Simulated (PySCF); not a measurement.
## ORD: `CC(=C=CF)C#N`, C5H4FN

Geometry (Å), atoms numbered from 1 in this order:
```xyz
11

C    -2.062   -0.827   -0.055
C    -0.967    0.198   -0.183
C     0.317   -0.093   -0.277
C     1.583   -0.383   -0.427
F     2.432   -0.519    0.586
C    -1.367    1.581   -0.204
N    -1.726    2.683   -0.220
H    -1.643   -1.840   -0.054
H    -2.623   -0.668    0.879
H    -2.775   -0.729   -0.888
H     2.047   -0.536   -1.408
```

Theory: PySCF 2.14.0, TDDFT CAM-B3LYP/def2-TZVPD circular dichroism and optical rotation, one conformer, gas phase. Geometry: PBE0-D3(BJ)/def2-SVP.

No stereocentre is labelled: unless the shape is locked (an allene, a helicene, a hindered biaryl), the mirror image is equally populated and a measured rotation or CD is zero.

Problem. Give the optical rotatory dispersion at 633, 589.3, 546, 436, 405, 365, 355 nm.

Solution. [α] in deg dm⁻¹ (g/mL)⁻¹:
```csv
λ (nm),origin-invariant length gauge,modified velocity gauge,length gauge (centre of mass),isotropic polarisability (au)
633,+35.3,+33.9,+34.7,73.1
589.3,+41.8,+40.2,+41.1,73.5
546,+50.5,+48.5,+49.6,74.1
436,+92.5,+89.3,+91.0,76.4
405,+115.8,+112.0,+114.0,77.5
365,+165.7,+160.7,+163.3,79.5
355,+184.4,+179.0,+181.8,80.1
```

Problem. And for the mirror image at 589.3 nm?

Solution. -41.8 deg dm⁻¹ (g/mL)⁻¹ (origin-invariant length gauge): the same size and the opposite sign.

Problem. What is the molar rotation [Φ] = [α]·M/100 of the geometry above at 589.3 nm?

Solution. With M = 97.09 g/mol, +40.6 deg cm² dmol⁻¹ (origin-invariant length gauge).

The first excitation lies at 4.63 eV (268 nm) with R = +0.8 × 10⁻⁴⁰ esu² cm² (velocity form).
